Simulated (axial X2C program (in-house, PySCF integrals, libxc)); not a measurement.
MgTc: from the spin-free to the two-component result

Computed with an in-house relativistic program for diatomic molecules. Spin-free means the one-electron spin-free X2C Hamiltonian; two-component (2c) means X2C with spin–orbit coupling and atomic mean-field two-electron Coulomb and Gaunt terms, so the difference of the two also holds small scalar two-electron terms. Basis: Tc dyall-cv3z [12s12p8d5f3g], Mg dyall-cv3z [9s8p6d3f] (cores contracted in-house); Gaussian nuclei, density fitting, unrestricted open shells. Masses: Tc 98.907 u, Mg 23.985 u.

Spin-free state: M_S = 5/2, Λ = 1 (beyond evenly filled blocks: 2 × σα, π+α, π+β, π-α, δ+α, δ-α); fragments Tc + Mg.

| level | Re (Å) | ωe (cm⁻¹) | De (eV) | μ (D) |
| --- | --- | --- | --- | --- |
| PBE0 | 2.751 | 209.9 | 0.678 | 0.05 |
| HF | 3.004 | 124.3 | -0.652 | 0.20 |
| CCSD | 2.797 | 194.9 | n/a | n/a |
| B3LYP | 2.762 | 202.0 | 0.471 | 0.30 |

Correlated methods: 9 electrons correlated (number of frozen shells: Tc 4 s, 3 p, 1 d; Mg 2 s, 1 p), 327 virtual spin orbitals or spinors in MP2, 90 natural virtuals in coupled cluster.

Dipoles are positive if Mg is the positive end.

Two-component determinant lowest at the distance of the search:

Ω = 7/2 (⟨Sz⟩ = 2.50, ⟨Lz⟩ = 1.00 at HF); fragments Tc + Mg.

```csv
level,Re (Å),ωe (cm⁻¹),De (eV),μ (D)
PBE0,2.752,208.9,0.716,0.06
HF,3.014,122.7,-0.613,0.19
CCSD,2.796,193.0,n/a,n/a
B3LYP,2.763,201.1,0.512,0.30
```

(1) From the two tables, how do the constants change at the CCSD level (2c against spin-free)?

The state is one determinant whose occupation by symmetry is held fixed; it was picked as the lowest of a PBE0 search that is not exhaustive. De is counted from the lowest determinant-based energies of the atoms at the same level, without counterpoise correction. Density functionals use the spin component along the axis (collinear). CCSD ran in a truncated set of natural virtual spinors with an MP2 remainder; without triples it tends to underbind. Other states lie close and PBE0, whose exact exchange favours high spin, may order them wrongly; the determinant shown need not be the ground state. The nearest other spin-free determinant of the search, M_S = 5/2, Λ = 0, lies 0.07 eV up at the distance of the search. The functionals have no current-density term, which raises determinants with orbital currents, atoms included. The atomic limit has a lower orbital projection than the molecule and lies lower at mean-field level, so De may be about a tenth of an eV too small. With several unpaired electrons one determinant need not be a pure state. A state of lower Ω lies just above, and one determinant can place such states too high, so the state shown need not be the lowest. The search has Ω = 3/2 only 0.08 eV up. The determinant is spin-polarised beyond a pure state at some levels (its spin-free form has ⟨S²⟩ too high), which makes Re and μ there less reliable.

Results:

(1) At the CCSD level Re is unchanged within 0.001 Å and ωe decreases by 1.9 cm⁻¹.
